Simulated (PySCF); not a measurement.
Problem. What does the PBE0-D3(BJ)/def2-SVP structure of `C/N=[CH]\[GeH3]` look like in three dimensions?

Solution. 
```
atom  x, y, z in Å
C1    -1.4693    0.0033   -0.1314
N2    -0.7149    1.2150   -0.0208
C3     0.5487    1.2022   -0.0854
Ge4    1.7616   -0.3523   -0.3284
H5    -2.0893   -0.1203    0.7713
H6    -0.8648   -0.9161   -0.2707
H7    -2.1708    0.0904   -0.9771
H8     1.0549    2.1797    0.0043
H9     1.4969   -1.0796   -1.6603
H10    3.1968    0.2023   -0.3364
H11    1.6224   -1.3678    0.8215
```

Any rigid rotation of these coordinates is as good. Atoms count from 1 in this order. The C–N distances run from 1.265 Å (N2=C3, drawn double) to 1.432 Å (C1–N2, drawn single), a spread of 0.167 Å. Ge4 (germanium bonded to C and 3 H) is tetrahedral (angles from 106.7° to 111.7°). The 4 heavy atoms lie in one plane (0.001 Å rms).

Bonds between heavy atoms (Å): C1–N2 1.432, N2=C3 1.265, C3–Ge4 1.987.

Computed, not measured: PBE0-D3(BJ)/def2-SVP geometry optimisation, gas phase in PySCF 2.14.0.

Point group: Cs (every atom within 0.08 Å of its image). PBE0-D3(BJ)/def2-SVP frequencies: not computed here.
